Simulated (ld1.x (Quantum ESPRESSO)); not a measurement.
# Reading a pseudo-wave (Tm)

Columns: radius, all-electron u(r) and pseudo u(r) of the 5p shell (level -28.49 eV) of thulium in the configuration [Kr] 4d10 4f13 5s2 5p6 5d0 6s1.75 6p0; Wu–Cohen, scalar-relativistic, PAW scheme, ld1.x (Quantum ESPRESSO) 7.5.

```
r (bohr)  all-electron   pseudo
   0.168       -0.3119  -0.0179
   0.335        0.3540  -0.0690
   0.503        0.3705  -0.1477
   0.670       -0.1088  -0.2435
   0.838       -0.5572  -0.3461
   1.005       -0.8254  -0.4428
   1.172       -0.9343  -0.5234
   1.340       -0.9353  -0.5804
   1.508       -0.8734  -0.6083
   1.675       -0.7817  -0.6067
   1.842       -0.6800  -0.5784
   2.010       -0.5791  -0.5289
   2.178       -0.4859  -0.4660
   2.345       -0.4038  -0.3982
   2.512       -0.3329  -0.3321
   2.680       -0.2725  -0.2725
   2.848       -0.2221  -0.2221
   3.015       -0.1806  -0.1806
   3.182       -0.1465  -0.1465
   3.350       -0.1184  -0.1184
   3.518       -0.0955  -0.0955
   3.685       -0.0770  -0.0770
   3.852       -0.0620  -0.0620
   4.020       -0.0498  -0.0498
   4.188       -0.0399  -0.0399
   4.355       -0.0320  -0.0320
```

(1) How many radial nodes do the two functions have?

(2) At about which radius was the pseudo-wave matched?

(3) Where does each function peak?

(4) Is the pseudo-wave norm-conserving?

## Answers

(1) The all-electron 5p function has n − l − 1 = 3 (the table is too coarse to show those close to the nucleus); the pseudo-wave has 0, since the states of the same l below it are removed with the core.

(2) 2.85 bohr. The columns agree to 0.0005 from 2.68 bohr on; several derivatives are matched, so the curves merge somewhat inside the radius.

(3) Outermost all-electron maximum near 1.34 bohr, pseudo maximum near 1.51 bohr (to the table’s step).

(4) No, it belongs to a PAW set: the norm inside the radius is not constrained, and the difference is carried by the augmentation charge.
